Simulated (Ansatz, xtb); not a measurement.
## Relaxing a trial structure of C2H5AlF

The starting geometry of this gas-phase doublet was built from a drawn formula by distance geometry and a force field; its bonds are those of `C[C@H](F)[AlH]`.

```xyz
9

C    -2.1713   -0.0945   -1.0686
C    -0.7021   -0.5865   -1.2046
Al    0.0780   -0.0817   -3.0286
F     0.0989   -0.0306   -0.2316
H    -2.4898   -0.4123   -0.0123
H    -2.7692   -0.5362   -1.8031
H    -2.1611    1.0085   -1.1078
H    -0.6556   -1.6772   -1.1292
H     1.5263   -0.4618   -3.3865
```

**Question.** Predict what it relaxes into with r2SCAN-D4/def2-SVP.

**Answer.** A new bond forms, giving a structure with F4 bridging Al3 and C2, given below by its coordinates. Distances that change by over a tenth: C2–F4 (1.38 → 1.58 Å). Contacts that close: Al3–F4 (2.80 → 1.97 Å).

The energy falls by 0.45 eV over 15 steps:

```
step  E − E(last) (eV)
   1             0.446
   3             0.189
   4             0.178
   6             0.151
   7             0.120
   9             0.032
  10             0.023
  12             0.002
  13             0.000
  15             0.000
```

Final geometry (Å):

```xyz
9

C    -2.2014   -0.1266   -0.9886
C    -0.9178   -0.6694   -1.5183
Al    0.3831    0.2300   -2.7149
F     0.2492    0.0718   -0.7590
H    -2.3250   -0.2979    0.0945
H    -3.0177   -0.6621   -1.5041
H    -2.3273    0.9462   -1.2005
H    -0.7433   -1.7174   -1.2298
H     1.6542   -0.6465   -3.1513
```

From the same start GFN2-xTB reaches the same bonding as this run.

No frequencies were run, so the end isn't proven a minimum. Open shells are spin-unrestricted. Run with Ansatz 0.2.0, 58 s on 2 threads of Arm Neoverse V2, on a shared host.
